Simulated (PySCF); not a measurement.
An unknown is described by computed data only.

Elements present: C, H, N and O. Monoisotopic mass: 111.0684 u.

* 1H NMR: chemical shifts (computed TMS as zero) by class: 8.23 (1 H), 7.02 (1 H), 6.38 (1 H), 5.67 (1 H), 5.64 (1 H), 5.57 (1 H), 4.41 (2 H), 4.30 (1 H) ppm [GIAO PBE0/pcSseg-1]
* NMR, other nuclei: isotropic shieldings of nuclei other than C and H, by class: 127 (1 N), -75 (1 O) ppm [GIAO PBE0/pcSseg-1]
* Rotational structure: rotational constants A, B, C: 8.426, 0.741, 0.721 GHz [GFN2-xTB]
* Dipole: 3.87 D [PBE0/pcSseg-1]
* 13C NMR: chemical shifts (computed TMS as zero) by class: 159.9 (1 C), 139.6 (1 C), 138.2 (1 C), 136.9 (1 C), 127.3 (1 C), 35.8 (1 C) ppm [GIAO PBE0/pcSseg-1]

Gas-phase values; electronic properties from PySCF, density fitting. Levels stand in brackets. The structure is a single GFN2-xTB conformer in the gas phase; no vibrational or solvent corrections. Each NMR value is the plain mean over a class of atoms that symmetry, rotation or inversion makes alike.

Problem. Which formula fits the mass and the elements?

Solution. C6H9NO (calculated 111.0684). No other formula that holds each of these elements comes within 0.0003 u with a fitting electron parity and a possible valence count.

Problem. Propose a structure and show how it fits.

Solution. Numbering: `[CH2:1]=[CH:2]/[CH:3]=[CH:4]\[CH2:5][NH:6][CH:7]=[O:8]`. Its formula, C6H9NO, gives 3 degrees of unsaturation: 0 rings and 3 π bonds in the structure found. 6 carbons fall into 6 classes; from least to most shielded: amide carbonyl carbon [C7] (159.9 ppm), alkene CH carbon [C3] (139.6 ppm), alkene CH carbon [C2] (138.2 ppm), alkene CH carbon [C4] (136.9 ppm), terminal =CH2 carbon [C1] (127.3 ppm), sp3 carbon bound to nitrogen [C5] (35.8 ppm). Hydrogen classes from least to most shielded: 1 H on an amide carbonyl carbon, C7 (8.23 ppm), 1 H on an alkene CH carbon, C2 (7.02 ppm), 1 H on an alkene CH carbon, C3 (6.38 ppm), 1 H on an alkene CH carbon, C4 (5.67 ppm), 1 H on a terminal =CH2 carbon, C1 (5.64 ppm), 1 H on a terminal =CH2 carbon, C1 (5.57 ppm), 2 H on an sp3 carbon bound to nitrogen, C5 (4.41 ppm, a mean of values up to 1.5 ppm apart in this geometry), 1 H on an amide nitrogen, N6 (4.30 ppm). The other shieldings belong to: 127 ppm, amide nitrogen [N6]; -75 ppm, amide oxygen [O8]. The optimised geometry has point group C1 and is an asymmetric top. Structure: `C(/C=C\C=C)NC=O`. Computed isomers that give other values at the same levels: `N#CC[C@@H]1CCCO1` (rotational constant A: 3.350 GHz; this holds for the one conformer computed); `C#CC[C@@H](C)C(N)=O` (13C chemical shifts (computed TMS as zero) by class: 175.7 (1 C), 91.1 (1 C), 77.2 (1 C), 42.9 (1 C), 26.6 (1 C), 18.6 (1 C) ppm); `CC#C[C@H](C)NC=O` (rotational constant A: 3.746 GHz; this holds for the one conformer computed). The assignments are read from this structure; whether some other isomer fits the data as well wasn't checked.

Shape of the structure used: `[CH2:1]=[CH:2]/[CH:3]=[CH:4]\[CH2:5][NH:6][CH:7]=[O:8]`: C1–C2–C3–C4 -177°, C3–C4–C5–N6 115°, C4–C5–N6–C7 114°, C5–N6–C7–O8 3°.
